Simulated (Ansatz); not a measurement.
Gas-phase electronic energies from Ansatz, PBE0-D4/def2-TZVP geometries. CBS: MP2 limit from def2 TZ/QZ plus the TZ coupled-cluster correction, frozen cores. DFT in def2-TZVPP. One conformer a species, not always the lowest.

Reaction (redistribution): `O[SiH](O)O[SiH](O)F` + `F[C@H]1C[Si@@H]1Cl` → `O[SiH](O)O[SiH](O)Cl` + `F[C@H]1C[Si@@H]1F`

`O[SiH](O)O[SiH](O)F`:

```xyz
12

O     0.368    1.291   -2.373
Si    0.877    0.670   -0.962
O     0.976    1.875    0.135
O    -0.148   -0.482   -0.396
Si   -1.009   -0.913    0.901
O    -0.887   -2.496    1.213
F    -0.419   -0.057    2.122
H    -0.297    1.981   -2.351
H     2.165    0.015   -1.240
H     0.853    1.649    1.060
H    -2.434   -0.594    0.780
H    -0.044   -2.940    1.111
```

`F[C@H]1C[Si@@H]1Cl`:

Z-matrix (Å, degrees):
```
C
C 1 1.539
Si 1 1.848 2 65.1
F 1 1.370 2 116.3 3 117.7
H 1 1.088 2 114.2 3 -111.1
H 2 1.089 1 113.2 3 -104.9
H 2 1.085 1 117.7 3 120.5
Cl 3 2.039 1 119.5 2 -108.0
H 3 1.472 1 122.0 2 102.3
```

`O[SiH](O)O[SiH](O)Cl`:

```xyz
12

O    -1.737   -1.432    1.589
Si   -1.358   -0.261    0.531
O    -1.281    1.161    1.329
O     0.087   -0.552   -0.192
Si    1.520   -0.001   -0.681
O     1.874   -0.443   -2.199
Cl    1.448    2.065   -0.549
H    -1.355   -1.389    2.467
H    -2.389   -0.297   -0.517
H    -0.704    1.839    0.968
H     2.617   -0.481    0.166
H     1.278   -0.210   -2.913
```

`F[C@H]1C[Si@@H]1F`:

Cartesian coordinates in Å:
```
F -1.349 -0.129 -1.582
C -0.435 0.430 -0.725
C -0.571 0.056 0.770
Si 1.019 -0.430 -0.001
F 2.367 0.379 0.252
H -0.358 1.503 -0.893
H -0.776 0.858 1.472
H -1.210 -0.812 0.933
H 1.313 -1.854 -0.228
```

```tsv
level	ΔE (kJ/mol)
PBE-D4	17.3
r2SCAN-D4	19.5
ωB97M-V	17.8
HF/def2-TZVPP	20.8
CCSD/def2-TZVPP	20.9
CCSD(T)/def2-TZVPP	20.9
MP2/def2-QZVPP	19.5
SCS-MP2/def2-QZVPP	19.5
```

Question: What does CCSD(T)/CBS give? (An estimate is asked.)

Answer: The calculation gave: +19.7 kJ/mol. The listed levels differ from it by -2.4, -0.2, -1.9, 1.1, 1.2, 1.2, -0.2, -0.2 kJ/mol.

Largest T1 diagnostic among the species: 0.012.
